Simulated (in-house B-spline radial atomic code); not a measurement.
Xe⁸⁺. Computed with a B-spline radial atomic code. Model: all-electron spherical atom, spin shells full or empty, radial basis limit, no spin-orbit coupling: exact exchange with a local potential (Slater, KLI or optimised effective potential, whose far tail is KLI's), no correlation.

Exchange potential has not reached -1/r at the last radius.

The run also made RPA and GW results, which its time includes.

The Slater potential averages the orbital exchange potentials with the orbital densities as weights, KLI adds orbital constants, and the optimised effective potential minimises the exact-exchange energy among local potentials. So their energies lie above Hartree-Fock in the order OEP, KLI, Slater. All fall off as −1/r, unlike LDA and GGA exchange.

Command:
```bash
python run_gw.py task.json out
```
Settings (nuclear radius in fm, other lengths in bohr, energies in hartree):
```
Z                      54
electrons              46
configuration          [Kr] 4d10
hamiltonian            x2c
method                 oep
lmax                   9
rms_radius             4.7859
spin_polarised         False
box_radius             7.7
intervals              96
```

Time taken, with all properties: 9.1 s on 1 thread of Arm Neoverse N1 (shared host).

Given: hamiltonian one-electron scalar X2C; mean-field start exchange-only OEP.

Computed: energy above Hartree-Fock 15.787 millihartree.

```json
{"radius (bohr)": "0.000926", "r times exchange potential (hartree bohr)": "-0.047695"}
{"radius (bohr)": "0.00115", "r times exchange potential (hartree bohr)": "-0.059105"}
{"radius (bohr)": "0.00142", "r times exchange potential (hartree bohr)": "-0.072754"}
{"radius (bohr)": "0.00175", "r times exchange potential (hartree bohr)": "-0.089271"}
{"radius (bohr)": "0.00217", "r times exchange potential (hartree bohr)": "-0.10998"}
{"radius (bohr)": "0.00268", "r times exchange potential (hartree bohr)": "-0.13462"}
{"radius (bohr)": "0.00332", "r times exchange potential (hartree bohr)": "-0.16467"}
{"radius (bohr)": "0.00411", "r times exchange potential (hartree bohr)": "-0.20031"}
{"radius (bohr)": "0.00508", "r times exchange potential (hartree bohr)": "?"}
{"radius (bohr)": "0.00629", "r times exchange potential (hartree bohr)": "-0.28963"}
{"radius (bohr)": "0.00778", "r times exchange potential (hartree bohr)": "-0.34272"}
{"radius (bohr)": "0.00963", "r times exchange potential (hartree bohr)": "-0.3996"}
{"radius (bohr)": "0.0119", "r times exchange potential (hartree bohr)": "-0.45613"}
{"radius (bohr)": "0.0147", "r times exchange potential (hartree bohr)": "-0.50694"}
{"radius (bohr)": "0.0182", "r times exchange potential (hartree bohr)": "-0.54365"}
{"radius (bohr)": "0.0226", "r times exchange potential (hartree bohr)": "-0.55349"}
{"radius (bohr)": "0.0279", "r times exchange potential (hartree bohr)": "-0.5296"}
{"radius (bohr)": "0.0345", "r times exchange potential (hartree bohr)": "-0.49986"}
{"radius (bohr)": "0.0427", "r times exchange potential (hartree bohr)": "-0.54489"}
{"radius (bohr)": "0.0529", "r times exchange potential (hartree bohr)": "-0.68736"}
{"radius (bohr)": "0.0654", "r times exchange potential (hartree bohr)": "-0.84136"}
{"radius (bohr)": "0.0809", "r times exchange potential (hartree bohr)": "-0.94991"}
{"radius (bohr)": "0.1", "r times exchange potential (hartree bohr)": "-0.98164"}
{"radius (bohr)": "0.124", "r times exchange potential (hartree bohr)": "-0.91792"}
{"radius (bohr)": "0.153", "r times exchange potential (hartree bohr)": "-0.90508"}
{"radius (bohr)": "0.19", "r times exchange potential (hartree bohr)": "-1.1323"}
{"radius (bohr)": "0.235", "r times exchange potential (hartree bohr)": "?"}
{"radius (bohr)": "0.29", "r times exchange potential (hartree bohr)": "-1.4329"}
{"radius (bohr)": "0.359", "r times exchange potential (hartree bohr)": "-1.2924"}
{"radius (bohr)": "0.444", "r times exchange potential (hartree bohr)": "-0.96315"}
{"radius (bohr)": "0.55", "r times exchange potential (hartree bohr)": "-1.2701"}
{"radius (bohr)": "0.68", "r times exchange potential (hartree bohr)": "-1.6029"}
{"radius (bohr)": "0.841", "r times exchange potential (hartree bohr)": "-1.707"}
{"radius (bohr)": "1.04", "r times exchange potential (hartree bohr)": "-1.6325"}
{"radius (bohr)": "1.29", "r times exchange potential (hartree bohr)": "-1.4492"}
{"radius (bohr)": "1.59", "r times exchange potential (hartree bohr)": "-1.274"}
{"radius (bohr)": "1.97", "r times exchange potential (hartree bohr)": "-1.1572"}
```

(1) What belongs in the row 0.00508?

(2) What belongs in the row 0.235?

| occupied | level (hartree) | Hartree-Fock level (hartree) |
| --- | --- | --- |
| 1s | -1265.3 | -1280.4 |
| 2s | -200.94 | -206.48 |
| 2p | ? | ? |
| 3s | -44.862 | -47.081 |
| 3p | -38.353 | -40.156 |
| 3d | -28.654 | -29.838 |
| 4s | -11.768 | -12.419 |
| 4p | ? | ? |
| 4d | -6.6407 | -6.6411 |

(3) What belongs in the row 2p?

(4) What belongs in the row 4p?

```csv
empty,level (hartree)
5s,-4.5855
5p,?
4f,-3.4963
5d,-3.0326
```

(5) What belongs in the row 5p?

Results:

(1) r times exchange potential (hartree bohr): -0.24174.

(2) r times exchange potential (hartree bohr): -1.3538.

(3) level (hartree): -180.88; Hartree-Fock level (hartree): -185.59.

(4) level (hartree): -9.6987; Hartree-Fock level (hartree): -10.125.

(5) level (hartree): -3.9538.

The highest level, 4d, differs from Hartree-Fock by +0.011 eV and the deepest, 1s, by +409 eV: a local potential can match the highest level but can't give each shell its own exchange.
